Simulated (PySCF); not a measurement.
AuS(OH), triplet: molecular constants

Method: UPBE0/[Au def2-SVP with ECP60, S def2-SVP, O def2-SVP, H def2-SVP], scalar-relativistic core potentials, density fitting, no spin–orbit coupling, PySCF.

The structure is a minimum.

- Point group: Cs
- Bond lengths: Au–O 1.941 Å, Au–S 2.168 Å, O–H 0.966 Å
- Bond angles: Au–O–H 114.0°, O–Au–S 179.5°
- Principal quadrupole moments (Buckingham, traceless) about the centre of mass: -6.01, -1.23, 7.24 D Å
- Rotational constants: 22.75, 0.07995, 0.07967 cm⁻¹
- Heat capacity Cp at 298.15 K: 62.6 J/(mol K)
- Highest occupied level (β): -7.69 eV
- Lowest empty level (β): -4.73 eV
- Enthalpy at 298.15 K above 0 K: 14.88 kJ/mol
- Rotational symmetry number: 1
- Atomisation energy without zero-point energy: 898 kJ/mol
- Zero-point energy: 35.4 kJ/mol
- Spin squared ⟨S²⟩: 2.011
- Entropy at 298.15 K and 1 bar (electronic part: spin only): 309.7 J/(mol K)
- Dipole moment: 1.51 D
- Principal polarisabilities: 32.9, 33.7, 119.2 bohr³

Harmonic modes (masses in u: Au 196.967, S 31.972, O 15.995, H 1.008):
```
symmetry  ω (cm⁻¹)  IR (km/mol)  μ (u)
     a''       123          4.5  20.97
      a'       135          1.3   9.77
      a'       425          1.6  32.62
      a'       622         37.5  12.20
      a'       741          147   1.08
      a'      3864          218   1.07
```

Charges (e):
| atom | Mulliken | Löwdin | polar tensor | spin (Mulliken) | Mayer order to Au1 |
| --- | --- | --- | --- | --- | --- |
| Au1 | 0.20 | -0.16 | 0.30 | 0.27 | – |
| S2 | 0.03 | 0.28 | 0.01 | 1.47 | 1.32 |
| O3 | -0.43 | -0.21 | -0.64 | 0.26 | 0.86 |
| H4 | 0.21 | 0.09 | 0.33 | 0.00 | 0.01 |
Other Mayer orders above 0.3: O–H 0.95, S–O 0.31.

Mulliken populations on Au1 (electrons outside its core potential): s 3.10, p 6.29, d 9.39, f 0.02.

Only a few start shapes were tried, so a lower isomer may exist. With open d or f shells other occupations or spin states may lie lower. With an element this heavy the missing spin–orbit coupling can shift these numbers.

The final relaxation and frequency run took 69 s on 2 threads of a shared Arm Neoverse V1 host, with 69 basis functions and 19 gradients; the process peaked at 0.85 GiB.
